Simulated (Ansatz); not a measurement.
Total energies of `C[NH][AlH][NH2]`.

Z-matrix (Å, degrees):
```
C
N 1 1.445
H 1 1.097 2 112.6
H 1 1.097 2 112.6 3 121.8
H 1 1.093 2 110.2 3 -119.1
Al 2 1.771 1 129.3 3 118.5
H 2 1.009 1 112.0 3 -61.4
N 6 1.770 2 120.2 1 0.0
H 6 1.580 2 119.6 1 179.9
H 8 1.007 6 123.3 2 179.8
H 8 1.006 6 126.7 2 -0.2
```

Charge 0, multiplicity 1. The geometry is a stationary point of PBE0-D4/def2-TZVP. It is one conformer, not always the lowest. Basis def2-TZVPP, Ansatz 0.2.0.

RPA on PBE orbitals: Hartree–Fock energy of these orbitals -392.85322 Eh, correlation -1.14463 Eh (frozen core).

| functional | kind | energy without D4 (Eh) | D4 term (kJ/mol) |
| --- | --- | --- | --- |
| LDA (SPW92) | LDA | -392.02585 | – |
| PBE | GGA | -394.04886 | -17.4 |
| revPBE | GGA | -394.27960 | -54.5 |
| BLYP | GGA | -394.32518 | -38.1 |
| r2SCAN | meta-GGA | -394.26898 | -4.4 |
| B97M-V | meta-GGA with VV10 | -394.31077 | – |
| PBE0 | global hybrid, 25 % exact exchange | -394.08830 | -14.6 |
| B3LYP | global hybrid, 20 % | -394.41812 | -27.8 |
| r2SCANh | meta-GGA hybrid, 10 % | -394.25979 | -4.6 |
| r2SCAN0 | meta-GGA hybrid, 25 % | -394.24685 | -5.1 |
| HSE06 (plane-wave form) | screened hybrid | -394.07365 | -13.6 |
| BHLYP | global hybrid, 50 % | -394.29718 | -20.8 |
| CAM-B3LYP | range-separated hybrid | -394.32135 | -14.8 |
| LC-ωPBE | long-range corrected hybrid | -394.21345 | – |
| ωB97X-V | range-separated hybrid GGA with VV10 | -394.29774 | – |
| ωB97M-V | range-separated hybrid meta-GGA with VV10 | -394.29576 | – |
| B2PLYP | double hybrid | -394.14328 | – |
| PBE-QIDH | double hybrid | -393.98264 | – |

B3LYP takes the VWN-RPA correlation (the form of Gaussian; ORCA's B3LYP/G). HSE06 is the plane-wave form, built on full-range PBE exchange. The double hybrids freeze the cores in their second-order part.

LC-ωPBE has ω = 0.4 bohr⁻¹.
